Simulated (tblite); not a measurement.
Species: C5H10F3PSi.
Z-matrix (Å and degrees, GFN2-xTB geometry), rows numbered from 1:
```
C 
P   1  1.8492
C   2  1.8750  1  102.02
C   3  1.5411  2   91.30  1   116.46
Si  4  1.9104  3  111.04  2    97.81
C   4  1.5373  3   95.45  2   -22.85
C   6  1.4982  2  115.63  1   117.87
F   7  1.3419  6  113.66  2    45.41
F   7  1.3478  6  113.30  2   166.65
F   7  1.3471  6  111.23  2   -74.16
H   1  1.0891  2  108.43  3    86.14
H   1  1.0894  2  108.54  3  -156.29
H   1  1.0891  2  112.00  3   -34.84
H   3  1.0889  2  115.56  1  -124.23
H   3  1.0917  2  111.75  1     0.87
H   4  1.0941  3  113.05  2  -139.30
H   5  1.4603  4  109.37  3   -47.40
H   5  1.4584  4  109.73  3  -172.19
H   5  1.4665  4  103.94  3    69.93
H   6  1.0960  2  111.93  1    -4.29
```

Computed values, GFN2-xTB/tblite, gas phase, harmonic and unscaled. Errors from tens to a few hundred cm⁻¹ against measured bands are possible. Modes of hydrogen on silicon can be 10 to 20 % off. One conformer, not necessarily the lowest.

Harmonic wavenumbers (cm⁻¹): 49.7, 59.6, 102.2, 139.5, 147.0, 186.3, 214.0, 222.1, 245.8, 312.9, 330.5, 365.2, 465.6, 482.7, 506.8, 566.1, 602.0, 632.0, 671.0, 715.3, 732.9, 755.4, 762.0, 796.3, 802.9, 811.0, 862.2, 889.6, 905.2, 1013.3, 1019.7, 1032.1, 1041.2, 1073.8, 1107.3, 1171.9, 1201.3, 1222.0, 1236.8, 1290.0, 1313.9, 1431.6, 1444.4, 1455.8, 2249.9, 2300.7, 2318.5, 2911.9, 2929.2, 2954.4, 2989.1, 2992.4, 3005.3, 3010.3.

A = 1133, B = 967.5, C = 625.0 MHz; mass 186.024 u (most abundant isotopes); point group C1, symmetry number 1.

Problem. What is the zero-point energy?

Solution. Half the sum of the wavenumbers: 30025 cm⁻¹ = 85.85 kcal/mol.

Problem. Entropy at 298.15 K, 1 bar (ideal gas, RRHO, classical rotation)?

Solution. Translation 41.59, rotation 30.53, vibration 36.54: S = 108.7 cal/(mol K).

Problem. And Cp and H(298.15 K) − H(0)?

Solution. Cp = 47.42 cal/(mol K), of which vibrations give 39.48 (their classical limit is 54 R = 107.3); H(298.15 K) − H(0) = 8.25 kcal/mol without the zero-point energy, 5.88 from vibrations.

Problem. What must be added to the electronic energy to get the Gibbs energy at 298.15 K and 1 bar?

Solution. ZPE + [H(298.15 K) − H(0)] − T·S = 85.85 + 8.25 − 32.40 = 61.70 kcal/mol.

Problem. Which modes carry the vibrational entropy at 298.15 K?

Solution. 49.7 cm⁻¹: 4.83; 59.6 cm⁻¹: 4.47; 102.2 cm⁻¹: 3.41; 139.5 cm⁻¹: 2.81; 147.0 cm⁻¹: 2.71; 186.3 cm⁻¹: 2.26 cal/(mol K); the other 48 give 16.04 together.

Hindered rotation and anharmonicity are outside this model. Other conformers, if any are populated, would add a mixing term that is left out. The structure is chiral; the term R ln 2 for an equal mix with its mirror image is left out.
